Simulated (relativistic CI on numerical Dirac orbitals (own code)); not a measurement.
# Hf3+ (5d) in a crystal field

Calculated by Dirac-Coulomb-Breit CI, KLI orbitals optimised for each configuration, QED by a radiative potential, valence Slater integrals scaled by 0.75, one configuration in a parametric crystal field (own radial code).

Field parameters in Wybourne normalisation: D3d B²₀ = −7Dσ, B⁴₀ = −14Dq − 21Dτ, B⁴₃ = −14√(10/7) Dq. The field is a parameter set, without covalency.

S is read from ⟨S²⟩ = S(S + 1).

Powder χT (cm³ K mol⁻¹) by Van Vleck's formula, with temperature-independent terms:

| Field | 2 K | 5 K | 10 K | 20 K | 50 K | 100 K | 200 K | 300 K |
| --- | --- | --- | --- | --- | --- | --- | --- | --- |
| D3d, 10Dq = 32350, Dσ = -1200, Dτ = -220 cm⁻¹ | 0.00655 | 0.00714 | 0.00811 | 0.0101 | 0.0159 | 0.0257 | 0.0453 | 0.0651 |
| D3d, 10Dq = 32350, Dσ = 1200, Dτ = -220 cm⁻¹ | 0.0675 | 0.068 | 0.0688 | 0.0703 | 0.075 | 0.0828 | 0.0984 | 0.114 |
| D3d, 10Dq = 32350, Dσ = 980, Dτ = -220 cm⁻¹ | 0.0407 | 0.0412 | 0.0421 | 0.0438 | 0.0491 | 0.0577 | 0.0751 | 0.0924 |
| D3d, 10Dq = 32350, Dσ = 760, Dτ = -220 cm⁻¹ | 0.017 | 0.0176 | 0.0186 | 0.0205 | 0.0262 | 0.0358 | 0.055 | 0.0742 |
| D3d, 10Dq = 32350, Dσ = 550, Dτ = -220 cm⁻¹ | 0.00682 | 0.00746 | 0.00851 | 0.0106 | 0.017 | 0.0274 | 0.0481 | 0.0689 |
| D3d, 10Dq = 32350, Dσ = 330, Dτ = -220 cm⁻¹ | 0.00285 | 0.00363 | 0.00492 | 0.00751 | 0.0154 | 0.029 | 0.0535 | 0.0756 |
| D3d, 10Dq = 32350, Dσ = 110, Dτ = -220 cm⁻¹ | 0.0029 | 0.00359 | 0.00475 | 0.00705 | 0.014 | 0.0255 | 0.0497 | 0.0746 |
| D3d, 10Dq = 32350, Dσ = -110, Dτ = -220 cm⁻¹ | 0.00315 | 0.00382 | 0.00493 | 0.00714 | 0.0138 | 0.0249 | 0.0473 | 0.0712 |

(1) For D3d, 10Dq = 32350, Dσ = 760, Dτ = -220 cm⁻¹: what effective moment follows at 300 K?

Answers

(1) μ_eff = √(8χT) = 0.77 μB. The ground level has S = 0.50; the spin-only moment for S = 1/2 is 1.73 μB. The difference comes from the orbital moment, spin-orbit mixing of terms and temperature-independent paramagnetism, all larger in this ionic model than in covalent complexes.
